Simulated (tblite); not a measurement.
A geometry optimisation, step by step.

Compound: C5H12GeSSi.
SMILES with atom numbers: `[CH3:1][S:2][CH2:3][Si@H:4]([CH3:5])[C:6]#[C:7][GeH3:8]` (hydrogens: H9, H10, H11 on C1; H12, H13 on C3; H14 on Si4; H15, H16, H17 on C5; H18, H19, H20 on Ge8)

Computed with GFN2-xTB (tblite), gas phase: L-BFGS steps from a force-field or distance-geometry start until the largest atomic force falls under 0.01 eV/Å. 4 of its 153 geometries are shown.

Step 0: E = -642.3550 eV, largest atomic force 1.911 eV/Å
```
atom  x, y, z in Å  |  force x, y, z in eV/Å
C1      3.549    1.982   -0.323    0.024   0.031  -1.286
S2      2.272    0.985    0.533    0.385   0.348   0.863
C3      1.452   -0.108   -0.647    0.268   1.131  -1.517
Si4     0.175   -1.081    0.301    0.062  -0.803   1.107
C5     -0.017   -2.812   -0.423   -0.876  -0.100  -0.599
C6     -1.450   -0.261    0.243   -0.118   0.236  -0.105
C7     -2.515    0.301    0.182   -0.762   0.420  -0.120
Ge8    -4.206    1.172    0.092   -0.539  -0.123  -0.210
H9      3.063    2.486   -1.204    0.524  -0.421   0.800
H10     4.364    1.310   -0.685   -0.592   0.580   0.324
H11     3.949    2.753    0.362   -0.399  -0.684  -0.285
H12     2.171   -0.765   -1.159   -0.144   0.418   0.117
H13     0.933    0.571   -1.387    0.629  -0.760   0.418
H14     0.535   -1.187    1.727    0.047   0.042  -0.070
H15     0.619   -3.524    0.091    0.021  -0.042  -0.349
H16     0.165   -2.784   -1.518    0.000  -0.370   0.779
H17    -1.073   -3.128   -0.272    0.809   0.079  -0.159
H18    -4.594    1.555    1.532    0.077  -0.062  -0.633
H19    -4.146    2.380   -0.874    0.021  -0.462   0.520
H20    -5.252    0.168   -0.515    0.565   0.542   0.405
```

Step 51: E = -642.7587 eV, largest atomic force 0.050 eV/Å
```
atom  x, y, z in Å  |  force x, y, z in eV/Å
C1      3.419    1.909   -0.441    0.001   0.007  -0.015
S2      2.239    1.142    0.707   -0.006   0.027   0.039
C3      1.508   -0.072   -0.430   -0.005  -0.016  -0.014
Si4     0.155   -1.115    0.428   -0.034  -0.016   0.011
C5      0.027   -2.769   -0.504    0.008   0.005  -0.003
C6     -1.460   -0.215    0.259    0.002   0.020   0.008
C7     -2.524    0.355    0.157   -0.011  -0.001   0.010
Ge8    -4.215    1.202    0.055    0.000  -0.021  -0.014
H9      2.880    2.392   -1.251   -0.023   0.020  -0.007
H10     4.091    1.151   -0.836    0.017  -0.030   0.011
H11     3.981    2.644    0.123    0.006   0.025   0.017
H12     2.321   -0.702   -0.787    0.016  -0.022  -0.027
H13     1.095    0.480   -1.273    0.011   0.012  -0.036
H14     0.462   -1.300    1.850    0.004  -0.008   0.007
H15     0.829   -3.446   -0.228    0.019  -0.009   0.025
H16     0.079   -2.625   -1.580   -0.046  -0.003  -0.020
H17    -0.913   -3.262   -0.279    0.010   0.000  -0.004
H18    -4.629    1.615    1.426   -0.002   0.010  -0.002
H19    -4.145    2.393   -0.840    0.031   0.007   0.006
H20    -5.205    0.233   -0.500    0.002  -0.007   0.006
```

Step 101: E = -642.7712 eV, largest atomic force 0.021 eV/Å
```
atom  x, y, z in Å  |  force x, y, z in eV/Å
C1      3.330    1.972   -0.420   -0.006  -0.003  -0.004
S2      2.085    1.214    0.666   -0.008  -0.012   0.001
C3      1.523   -0.119   -0.438   -0.001  -0.001  -0.001
Si4     0.183   -1.172    0.430   -0.005  -0.006   0.002
C5     -0.020   -2.807   -0.520    0.008  -0.001   0.003
C6     -1.418   -0.242    0.320   -0.006  -0.001  -0.003
C7     -2.474    0.344    0.212   -0.002   0.003  -0.004
Ge8    -4.130    1.243    0.038    0.000  -0.008  -0.004
H9      2.845    2.391   -1.297   -0.008   0.006  -0.007
H10     4.059    1.221   -0.711    0.018   0.007   0.007
H11     3.811    2.758    0.152    0.002   0.002  -0.008
H12     2.397   -0.718   -0.694   -0.004   0.003   0.008
H13     1.141    0.346   -1.347    0.006  -0.002   0.008
H14     0.548   -1.397    1.833   -0.003   0.003  -0.004
H15     0.900   -3.385   -0.534    0.008   0.001   0.004
H16    -0.321   -2.637   -1.550   -0.002  -0.001  -0.004
H17    -0.784   -3.417   -0.051   -0.006  -0.001  -0.007
H18    -4.585    1.705    1.379   -0.003   0.001   0.011
H19    -3.965    2.413   -0.872    0.009   0.007  -0.004
H20    -5.131    0.300   -0.542    0.006   0.004   0.008
```

Step 152: E = -642.7767 eV, largest atomic force 0.009 eV/Å
```
atom  x, y, z in Å  |  force x, y, z in eV/Å
C1      3.154    2.047   -0.440   -0.003  -0.006  -0.001
S2      1.902    1.263    0.620    0.003   0.001  -0.002
C3      1.553   -0.205   -0.396    0.002  -0.001   0.000
Si4     0.183   -1.262    0.417   -0.005   0.004   0.005
C5      0.010   -2.882   -0.563   -0.004   0.007  -0.001
C6     -1.398   -0.301    0.292   -0.003   0.000   0.003
C7     -2.421    0.342    0.200   -0.003  -0.001   0.000
Ge8    -4.018    1.350    0.068    0.007   0.000   0.000
H9      2.715    2.284   -1.405   -0.001   0.002  -0.004
H10     4.001    1.377   -0.559    0.002   0.001  -0.002
H11     3.468    2.958    0.059   -0.006  -0.006   0.004
H12     2.482   -0.765   -0.494    0.003   0.005   0.000
H13     1.250    0.145   -1.382    0.004   0.004   0.002
H14     0.507   -1.509    1.827    0.000   0.000   0.005
H15     0.921   -3.472   -0.530    0.001   0.002   0.001
H16    -0.228   -2.695   -1.606   -0.002  -0.007  -0.006
H17    -0.789   -3.487   -0.148   -0.001  -0.002  -0.002
H18    -4.416    1.819    1.426    0.002  -0.001  -0.005
H19    -3.787    2.520   -0.828   -0.003  -0.005   0.004
H20    -5.093    0.486   -0.503    0.005   0.002   0.001
```

Q: Summarise the path.

A: The energy falls by 40.69 kJ/mol from step 0 to step 152; nine tenths of that is first reached at step 25. It falls at every step. The largest force goes from 1.911 to 0.009 eV/Å. Among the bonds Ge8–H20 changes most, from 1.572 to 1.493 Å; the atoms move by 0.422 Å rms after alignment.

Q: Follow the three bonds and two angles with the largest change from start to end.

A: 
```csv
step,E above end (kJ/mol),largest force (eV/Å),Ge8–H20 (Å),Ge8–H19 (Å),Ge8–H18 (Å),C1–S2–C3 (°),H15–C5–H16 (°)
0,40.69,1.911,1.572,1.548,1.540,109.9,112.8
7,9.36,0.186,1.484,1.483,1.481,105.9,107.5
13,6.83,0.134,1.495,1.495,1.494,104.0,107.9
20,4.63,0.136,1.492,1.491,1.490,100.5,107.7
26,3.92,0.111,1.494,1.494,1.493,99.1,107.7
33,2.95,0.089,1.490,1.488,1.487,98.6,108.0
40,2.15,0.054,1.493,1.491,1.490,98.5,107.6
46,1.91,0.040,1.492,1.492,1.491,98.7,107.9
53,1.65,0.061,1.492,1.492,1.491,98.6,107.6
59,1.46,0.062,1.493,1.492,1.490,98.6,107.8
66,1.30,0.032,1.492,1.490,1.489,98.7,107.6
73,1.13,0.043,1.493,1.492,1.492,98.7,107.7
79,0.87,0.054,1.492,1.492,1.491,99.1,107.5
86,0.70,0.041,1.492,1.491,1.490,99.1,107.9
93,0.58,0.025,1.493,1.491,1.490,98.9,107.8
99,0.54,0.016,1.492,1.492,1.490,98.9,107.8
106,0.50,0.019,1.492,1.492,1.491,98.7,107.8
112,0.43,0.066,1.493,1.491,1.490,98.8,107.9
119,0.35,0.039,1.492,1.492,1.491,98.9,107.7
126,0.31,0.019,1.492,1.492,1.490,98.9,107.8
132,0.29,0.023,1.493,1.492,1.490,98.8,107.9
139,0.16,0.029,1.494,1.491,1.491,99.1,107.7
145,0.06,0.026,1.492,1.492,1.490,98.8,107.7
152,0.00,0.009,1.493,1.492,1.491,98.9,107.8
```

The cost below is that of the whole relaxation. Time: 1.3 s wall. Hardware: one thread, Arm Neoverse V2 (aarch64), no GPU, on a shared host.
